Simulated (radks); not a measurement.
Dy43+, 23 electrons, occupied as [Ar] 3d5.

Calculated with a radial shooting solver on a logarithmic mesh with Libxc functionals: Dirac Kohn-Sham, BLYP, spin-unpolarised, spherical densities, finite nucleus; open shells fill j = l - 1/2 first; Fermi nuclear charge, rms radius 5.2218 fm.

Energy parts (Ry):
| part | energy |
|---|---|
| total | -21424.3265 |
| kinetic | 23745.1810 |
| electron-nucleus | -48405.2795 |
| Hartree | 3596.9751 |
| exchange-correlation | -361.2031 |

Orbitals (lengths in bohr, moments of r in powers of bohr):
\begin{tabular}{lrrr}
orbital & occ. & eigenvalue (Ry) & <r^2> \\ \hline
1s1/2 & 2 & -4114.482 & 0.0006093 \\
2s1/2 & 2 & -826.6862 & 0.009353 \\
2p1/2 & 2 & -795.9734 & 0.006760 \\
2p3/2 & 4 & -736.5492 & 0.007953 \\
3s1/2 & 2 & -298.3929 & 0.05697 \\
3p1/2 & 2 & -285.9005 & 0.05208 \\
3p3/2 & 4 & -272.0008 & 0.05761 \\
3d3/2 & 4 & -252.2278 & 0.04383 \\
3d5/2 & 1 & -249.0392 & 0.04531 \\
\end{tabular}

The highest occupied level is 3d5/2 at -3388.4 eV. For comparison, the ionisation energy in NIST's Atomic Spectra Database is 3445 eV (theoretical). In exact Kohn-Sham theory the highest level is minus the ionisation energy, but local and semilocal functionals leave it too shallow, through self-interaction and a potential that decays too fast; potentials with the right tail come closer. Summed over all electrons, <r^2> = 0.7344 bohr^2, which gives a Langevin (diamagnetic) susceptibility term of -0.582 x 10^-6 cm^3/mol.

Beside tabulated values, note that spin-unpolarised runs miss the spin-polarisation part of the exchange energy of open shells.
